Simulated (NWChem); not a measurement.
# BaHSBr; SMILES [SH][Ba][Br]

```xyz
4

Ba    -0.5706     0.5315     0.0000
Br     0.3646    -2.2455     0.0000
S      1.1890     2.8196    -0.0001
H      0.1701     3.7132     0.0038
```
Atoms are numbered in this order, from 1.

Program: NWChem. Structure relaxed at the PBE0/def2-SVP level. Not confirmed as a minimum by frequencies. def2 effective core potentials on Ba; no spin-orbit coupling. Ions are spin-unrestricted doublets at the neutral geometry; other ion states weren't tried.

For level PBE0/def2-SVP:

```yaml
"−ε(HOMO) (eV)": 6.21
```

**Question.** What are these values for level PBE/def2-SVP?

**Answer.** 
- −ε(HOMO) (eV) = 5.11
